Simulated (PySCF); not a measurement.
**[TlBr2]+ at several levels of theory**

Computed with PySCF 2.14.0 (density fitting, no spin-orbit coupling) at the geometry relaxed with BP86:

```xyz
3
[TlBr2]+ (singlet)
Tl    0.0000    0.0000    0.2406
Br    2.4665    0.0000    0.2427
Br   -2.4665    0.0000    0.2427
```

```json
{"level": "BP86", "basis": "Tl def2-SVP with ECP60, Br def2-SVP", "state": "singlet", "HOMO (eV)": "-12.93", "gap (eV)": "2.12", "charge on Tl1 (e)": "0.71", "dipole about the centre of mass (D)": "0.00", "largest force component (eV/Å)": "0.01"}
{"level": "TPSSh", "basis": "the same", "state": "singlet", "HOMO (eV)": "-13.44", "gap (eV)": "3.11", "charge on Tl1 (e)": "0.80", "dipole about the centre of mass (D)": "0.00", "largest force component (eV/Å)": "0.26"}
{"level": "M06-L", "basis": "the same", "state": "singlet", "HOMO (eV)": "-13.05", "gap (eV)": "2.68", "charge on Tl1 (e)": "0.91", "dipole about the centre of mass (D)": "0.00", "largest force component (eV/Å)": "0.06"}
{"level": "r2SCAN", "basis": "the same", "state": "singlet", "HOMO (eV)": "-13.17", "gap (eV)": "2.49", "charge on Tl1 (e)": "0.80", "dipole about the centre of mass (D)": "0.00", "largest force component (eV/Å)": "0.32"}
{"level": "wB97X", "basis": "the same", "state": "singlet", "HOMO (eV)": "-16.41", "gap (eV)": "8.50", "charge on Tl1 (e)": "0.82", "dipole about the centre of mass (D)": "0.00", "largest force component (eV/Å)": "0.66"}
{"level": "BP86", "basis": "Tl x2c-SVPall, Br x2c-SVPall", "state": "singlet", "HOMO (eV)": "-12.87", "gap (eV)": "2.08", "charge on Tl1 (e)": "0.80", "dipole about the centre of mass (D)": "0.00", "largest force component (eV/Å)": "0.35"}
```

Charges are Mulliken's, which hang on the basis. The relaxation used the grid (50, 194), these runs (75, 302) or, all-electron (x2c bases, spin-free X2C Hamiltonian), (99, 590).

Task: What does BP86 with Tl def2-TZVP with ECP60, Br def2-TZVP give here?

Result: state singlet, HOMO (eV) -12.89, gap (eV) 2.23, charge on Tl1 (e) 0.91, dipole about the centre of mass (D) 0.00, largest force component (eV/Å) 0.51. Time: 6.7 s on 2 threads of Arm Neoverse V2, on a shared host, from free ions and atoms.

In the first row's basis the gap widens with exact exchange: 2.1 to 2.7 eV for BP86, r2SCAN, M06-L (none); 3.1 eV for TPSSh (a fixed share); 8.5 eV for wB97X (rising or full at long range).
